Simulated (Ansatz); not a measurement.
Ansatz (an electronic-structure program) input:

Ansatz 0.2 input:
```yaml
crystal:
  periodic: [false, false, false]
  atoms:
    - {symbol: O, position_ang: [-2.09899083, 0.33409153, 0.37067787]}
    - {symbol: C, position_ang: [-0.97246418, 0.15478488, 0.17173536]}
    - {symbol: B, position_ang: [0.48534028, -0.07725049, -0.08571019]}
    - {symbol: F, position_ang: [1.22605821, 0.90572018, -0.58752276]}
    - {symbol: F, position_ang: [1.01838738, -1.26296341, 0.19115785]}
basis:
  gaussian:
    orbitals: def2-TZVP
hamiltonian:
  xc: b3lyp
  dispersion: d3bj
magnetization: {spin_polarized: true, initial_magnetization: 1}
phonons: {temperatures: {t_min: 298.15, t_max: 298.15, t_step: 100}}
```

Q: Which total energy does the run end on?

A: -338.09218 Eh (B3LYP-D3(BJ)/def2-TZVP). The basis has 155 functions.

It need not be the lowest isomer of its formula.
